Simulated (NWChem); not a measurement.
System: 1,3-disilacyclobutane (C$_{2}$H$_{8}$Si$_{2}$); SMILES [SiH2]1C[SiH2]C1

```xyz
12

C      1.3589     0.0000     0.1591
Si     0.0000     1.3152    -0.0758
C     -1.3589     0.0000     0.1591
Si     0.0000    -1.3152    -0.0758
H      1.7455     0.0000     1.1921
H      2.2149     0.0000    -0.5303
H      0.0000     2.4462     0.9052
H      0.0000     1.8817    -1.4603
H     -1.7455     0.0000     1.1921
H     -2.2149     0.0000    -0.5303
H      0.0000    -2.4462     0.9052
H      0.0000    -1.8817    -1.4603
```
Atoms are numbered in this order, from 1.

Results from NWChem. Coordinates come from a PBE0/def2-SVP optimisation. B3LYP is NWChem's, with the RPA form of VWN correlation. Total energies of different functionals are on different scales.

| level | energy (Ha) | highest occupied level (eV) | orbital gap (eV) | dipole (D) |
|---|---|---|---|---|
| B3LYP/def2-SVP | -659.8078 | -7.49 | 7.75 | 0.38 |
| PBE/def2-SVP | -659.3412 | -6.52 | 6.11 | 0.39 |
| LC-wPBE (HJS exchange hole, range parameter 0.4 per bohr)/def2-SVP | -659.4958 | -10.40 | 13.01 | 0.38 |
| BP86/def2-SVP | -659.8150 | … | 6.13 | 0.39 |
| B3PW91/def2-SVP | -659.6846 | -7.54 | 7.81 | 0.39 |
| revPBE/def2-SVP | -659.6174 | -6.49 | 6.18 | 0.39 |
| LC-BLYP (range parameter 0.33 per bohr)/def2-SVP | -659.0807 | -9.89 | 12.25 | 0.37 |

Question: Fill in the missing entries.

Answer: 
- BP86/def2-SVP, highest occupied level (eV): -6.62
